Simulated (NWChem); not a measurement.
**H4GeTe in NWChem**

```xyz
6

Te    -0.8008    -0.6588     0.0000
H     -1.8714     0.6167     0.0000
Ge     1.2083     0.9368     0.0000
H      1.2011     1.8201     1.2591
H      2.4467     0.0261     0.0000
H      1.2011     1.8201    -1.2591
```
Charge 0, spin multiplicity 1.

Program: NWChem. The geometry was optimised at PBE0/def2-SVP with def2 effective core potentials on Te, a minimum by its harmonic frequencies.

Symmetry labels belong to the abelian group Cs used in the runs, with the axes of the coordinates shown; states degenerate in a higher group split over its labels.

Effective core potentials replace the inner electrons of Te; spin-orbit coupling is left out. B3LYP has NWChem's definition, with VWN1-RPA local correlation. The structure started from a generated list of species.

Task: List the lowest 6 singlet excitations that TD-B3LYP/def2-SVP with def2 effective core potentials on Te, VWN1-RPA local correlation gives, with oscillator strengths.

Result: 
```json
[
 {"state": "1", "symmetry": "a\"", "energy (eV)": "4.05", "wavelength (nm)": "306", "f": "0.004"},
 {"state": "2", "symmetry": "a\"", "energy (eV)": "4.87", "wavelength (nm)": "254", "f": "0.002"},
 {"state": "3", "symmetry": "a\"", "energy (eV)": "6.22", "wavelength (nm)": "199", "f": "0.000"},
 {"state": "4", "symmetry": "a'", "energy (eV)": "6.35", "wavelength (nm)": "195", "f": "0.019"},
 {"state": "5", "symmetry": "a\"", "energy (eV)": "6.61", "wavelength (nm)": "188", "f": "0.000"},
 {"state": "6", "symmetry": "a'", "energy (eV)": "6.83", "wavelength (nm)": "182", "f": "0.012"}
]
```
